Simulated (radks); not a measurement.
The numbers below are computed, except where a source is named.
Q: Coherent X-ray form factor from a spherical all-electron density. Code: a radial shooting solver on a logarithmic mesh with Libxc functionals. Model: Dirac Kohn-Sham, PBE, spin-unpolarised, spherical densities, point nucleus.

| sin(theta)/lambda (1/angstrom) | f0 (electrons) |
|---|---|
| 0.05 | 17.533 |
| 0.1 | 16.293 |
| 0.15 | 14.648 |
| 0.2 | 12.961 |
| 0.25 | 11.462 |
| 0.3 | 10.240 |
| 0.4 | 8.570 |
| 0.5 | 7.573 |
| 0.6 | 6.864 |
| 0.8 | 5.627 |
| 1 | 4.453 |
| 1.25 | 3.251 |
| 1.5 | 2.432 |
| 2 | 1.619 |

The species is in the configuration that NIST lists as its ground one. Which atom or ion scatters so?

A: Neutral argon, [Ar]. Extrapolating in s^2 from the first two rows gives f0(0) = 17.9, near the electron count 18; among species with that count, the fall with angle is slower the higher Z, and the table is that of Z = 18; from so few rows the species is fixed only to a neighbour or two.
